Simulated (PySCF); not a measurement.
C3H2BrF.
SMILES: `FC1(Br)C=C1`

Computed with PySCF at CAM-B3LYP/def2-SVPD, non-relativistic, on one gas-phase PBE0-D3(BJ)/def2-SVP geometry that isn't relaxed in the solvent. The solvent is an IEF-PCM continuum (Bondi radii, 1.10 Å for H, scaled by 1.2), and excitations are vertical TDDFT with non-equilibrium linear response and a frozen core. Specific hydrogen bonds and non-electrostatic terms are outside this model. Spin–orbit coupling is left out although an atom past zinc is present.

Gas-phase singlets (H = HOMO, L = LUMO):

```tsv
state	E (eV)	λ (nm)	f	leading configurations
S1	5.888	211	0.005	H→L 84%, H-3→L 14%
S2	6.063	204	0.000	H→L+1 90%
S3	6.276	198	0.008	H-1→L+1 89%
S4	6.546	189	0.013	H-1→L 94%
S5	7.362	168	0.009	H-2→L 64%, H-4→L 27%
```

Task: Give the list for cyclohexane (ε = 2.017), n² = 2.04.

Result: 
| state | E (eV) | λ (nm) | f | leading configurations | change by rank (eV) |
| --- | --- | --- | --- | --- | --- |
| S1 | 6.006 | 206 | 0.006 | H→L 83%, H-3→L 15% | +0.118 |
| S2 | 6.077 | 204 | 0.000 | H→L+1 90% | +0.014 |
| S3 | 6.307 | 197 | 0.014 | H-1→L+1 88% | +0.031 |
| S4 | 6.689 | 185 | 0.026 | H-1→L 92% | +0.143 |
| S5 | 7.485 | 166 | 0.008 | H-2→L 59%, H-4→L 29% | +0.123 |

Task: What are the lowest 5 singlets in dichloromethane (ε = 8.93)?

Result: 
| state | E (eV) | λ (nm) | f | leading configurations | change by rank (eV) |
| --- | --- | --- | --- | --- | --- |
| S1 | 6.108 | 203 | 0.000 | H→L+1 89% | +0.220 |
| S2 | 6.138 | 202 | 0.005 | H→L 83%, H-3→L 15% | +0.075 |
| S3 | 6.361 | 195 | 0.019 | H-1→L+1 85% | +0.085 |
| S4 | 6.855 | 181 | 0.032 | H-1→L 90% | +0.309 |
| S5 | 7.636 | 162 | 0.000 | H-2→L 46%, H-4→L 39% | +0.274 |

Task: The ground-state energy changes by -0.177 eV from gas to dichloromethane. By how much does the total energy of gas-phase S1 change?

Result: E(S1) = E(S0) + excitation energy, so it changes by -0.177 + 0.250 = +0.073 eV: it isn't lowered at all, while the ground state is. This is the vertical state, with the slow part of the continuum still set for S0.

Task: How do the frontier levels move from gas to dichloromethane?

Result: 
```json
{"orbital": "LUMO+2", "gas (eV)": "1.44", "solvent (eV)": "1.61", "change (eV)": "+0.17"}
{"orbital": "LUMO+1", "gas (eV)": "0.77", "solvent (eV)": "0.72", "change (eV)": "-0.05"}
{"orbital": "LUMO", "gas (eV)": "0.17", "solvent (eV)": "0.49", "change (eV)": "+0.32"}
{"orbital": "HOMO", "gas (eV)": "-9.26", "solvent (eV)": "-9.34", "change (eV)": "-0.08"}
{"orbital": "HOMO-1", "gas (eV)": "-9.42", "solvent (eV)": "-9.50", "change (eV)": "-0.08"}
{"orbital": "HOMO-2", "gas (eV)": "-10.59", "solvent (eV)": "-10.54", "change (eV)": "+0.05"}
{"orbital": "HOMO-3", "gas (eV)": "-11.28", "solvent (eV)": "-11.25", "change (eV)": "+0.03"}
```

The HOMO–LUMO gap goes from 9.43 to 9.83 eV. Rows go by rank; for LUMO+2 the atom shares or the degeneracy differ between the runs, so the row needn't follow one orbital.
